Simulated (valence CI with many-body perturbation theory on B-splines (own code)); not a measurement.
Assign the levels of Ta23+

Calculated by relativistic CI+MBPT: four valence electrons over a frozen Dirac-Fock core [Kr] 4d10, a basis of 8 s, 8 p, 9 d, 9 f, 6 g, 3 h, 2 i functions for each j, with the one-electron correlation potential Σ1 (screened to all orders), the two-electron term Σ2, the three-electron term Σ3, Breit, model QED; selected single and double excitations, second order for the rest (own B-spline code, finite nucleus).

No measured levels were compared; by estimate terms of the open shell hold to a few per cent of their energy, and close levels can change places. Core correlation moves these levels by up to 3700 cm⁻¹, and in measured spectra 5 to 20 % of such shifts remained as error; rates that hang on mixing are uncertain with them. Only levels of the ground parity were solved; by the run's estimate the other parity begins above the list, which can be wrong where configurations are misplaced.

| No. | J | Parity | E (cm⁻¹) | g |
| --- | --- | --- | --- | --- |
| 1 | 4 | even | 0.0 | 0.634 |
| 2 | 5 | even | 12404 | 0.908 |
| 3 | 6 | even | 23251 | 1.057 |
| 4 | 7 | even | 32295 | 1.140 |
| 6 | 1 | even | 38098 | 0.103 |
| 13 | 6 | even | 52155 | 0.880 |

Energies count from the lowest level. Strongly mixed levels and levels close to another of their J and parity, and those with J = 0 are left out, so the numbers can have gaps.

(1) Give configuration and LS term of each level.

Results:

(1) 1: 4f⁴ ⁵I; 2: 4f⁴ ⁵I; 3: 4f⁴ ⁵I; 4: 4f⁴ ⁵I; 6: 4f⁴ ⁵F; 13: 4f⁴ ³K.
